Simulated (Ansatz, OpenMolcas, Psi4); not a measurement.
TlF (SMILES [F][Tl]): the HOMO–LUMO gap, rung by rung

The species is TlF (2 atoms), meant as a singlet with charge 0. SMILES: `[F][Tl]`. Geometry: the measured bond length.

```xyz
2

F     0.0000    0.0000    0.0000
Tl    0.0000    0.0000    2.0844
```

Each level gives the HOMO–LUMO gap (eV). The values are calculated.

```tsv
level	kind	program	value (eV)	CPU time
PBE/def2-TZVPPD (core potential)	GGA	Ansatz	4.46	1.8 s
M06-L/def2-TZVPPD (core potential)	meta-GGA	OpenMolcas	4.96	25 s
B3LYP/def2-TZVPPD (core potential)	global hybrid	OpenMolcas	5.93	20 s
M06-2X/def2-TZVPPD (core potential)	hybrid meta-GGA	OpenMolcas	8.26	22 s
PBE0/def2-TZVPPD (core potential)	global hybrid	Ansatz	6.38	2 s
wB97M-V/def2-TZVPPD (core potential)	range-separated hybrid	Psi4	9.95	43 s
B2PLYP/def2-TZVPPD (core potential, density fitting for correlation)	double hybrid	Psi4	8.22	9.9 s
PBE-QIDH/def2-TZVPPD (core potential)	double hybrid	Ansatz	9.45	2.6 s
```

The values span 4.46 to 9.95 eV. Orbital gaps aren't excitation energies, and those of double hybrids come from the SCF part alone; they tend to grow with the share of exact exchange. Times are those of the runs behind each value, whatever else they computed, on shared processors of several kinds: orders of magnitude only.
